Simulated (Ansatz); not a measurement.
Reaction (atomization): `C[CH](C)[Ge][OH]` → 3 C• + Ge• + 8 H• + O•

Gas-phase electronic energies from Ansatz, PBE0-D4/def2-TZVP geometries. CBS: MP2 limit from def2 TZ/QZ plus the TZ coupled-cluster correction, frozen cores. This one scheme is used for every species, atoms too. For atomizations the MP2-based limit and the directly extrapolated one differ by several kJ/mol either way, and by 10 to 25 for some Ge, Se and Sn compounds, so smaller differences from it don't rank the levels. Functionals use def2-TZVPP. No spin–orbit coupling; open shells (•) take unrestricted orbitals. Spin–orbit coupling would lower the free atoms: a little for C, O; clearly for Ge. Bonds to Ge are less sure, by a few kJ/mol each and by 10 to 20 or more in all where they break to atoms, as the def2 sets lack core-valence functions. Scalar relativity is left out up to krypton. One conformer a species, not always the lowest.

`C[CH](C)[Ge][OH]`:

```xyz
13

C    -0.028    1.200    0.001
C     0.391   -0.201   -0.402
C     1.065   -0.949    0.747
Ge   -1.070   -1.404   -1.129
O    -2.495   -0.340   -0.934
H    -0.471    1.758   -0.830
H    -0.755    1.182    0.822
H     0.824    1.789    0.360
H     1.110   -0.136   -1.231
H     1.376   -1.958    0.458
H     0.394   -1.049    1.607
H     1.958   -0.421    1.099
H    -2.299    0.529   -0.569
```

CCSD(T)/CBS gives +4914.3 kJ/mol.

Task: Another level gave +4965.5 kJ/mol. Which?
A. revPBE/def2-TZVPP
B. CAM-B3LYP-D4/def2-TZVPP
C. PBE/def2-TZVPP
D. B2PLYP/def2-TZVPP

Result: C. PBE 4965.5, revPBE 4794.4, CAM-B3LYP-D4 4916.3, B2PLYP 4849.6 kJ/mol.

Largest T1 diagnostic among the species: 0.013.

From r2SCAN to r2SCAN0 (25 % exact exchange), in def2-TZVPP and without D4, ΔE moves by −70.6 kJ/mol: exact exchange takes away binding that semilocal exchange gives to molecules. The D4 term adds +45.3 kJ/mol with B3LYP and +23.8 kJ/mol with PBE0; it sums over pairs of atoms, weighted by their polarisabilities, and B3LYP, whose exchange is more repulsive, gets the larger term. In def2-TZVPP, CCSD(T) changes the Hartree–Fock value by +1224.7 kJ/mol (the triples alone add +70.4 kJ/mol) and MP2 by +1283.1 kJ/mol; breaking electron pairs costs correlation energy, which Hartree–Fock lacks.

B3LYP here is the variant with VWN-RPA as its local correlation; programs differ in this.
